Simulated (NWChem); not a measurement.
System: CH5BOSe; SMILES COB[SeH]

Input file for NWChem:

```
start job
memory heap 200 mb stack 900 mb global 1100 mb
geometry units angstroms noautoz
  B     -0.540189    -0.550591     0.000000
  H     -1.733408    -0.800978     0.000000
  O      0.402271    -1.521303     0.000000
  C      0.077079    -2.903215     0.000000
  H      0.516533    -3.381665    -0.899473
  H      0.516533    -3.381665     0.899473
  H     -1.021872    -3.067378     0.000000
  Se     0.098544     1.298518     0.000000
  H     -1.271925     1.861914     0.000000
end
basis spherical
  * library sto-3g
end
dft
  xc b3lyp
  iterations 150
  mulliken
end
task dft energy
```

All runs use the structure optimised with PBE-D3(BJ)/def2-SVP.

Question: What results follow from this input? (B3LYP/STO-3G.) Quantities: basis functions; energy (Ha); highest occupied level (eV); orbital gap (eV); dipole (D).

Answer: 
| Property | Result |
|---|---|
| number of basis functions | 38 |
| energy (Ha) | -2514.30 |
| highest occupied level (eV) | -4.13 |
| orbital gap (eV) | 7.36 |
| dipole (D) | 2.30 |
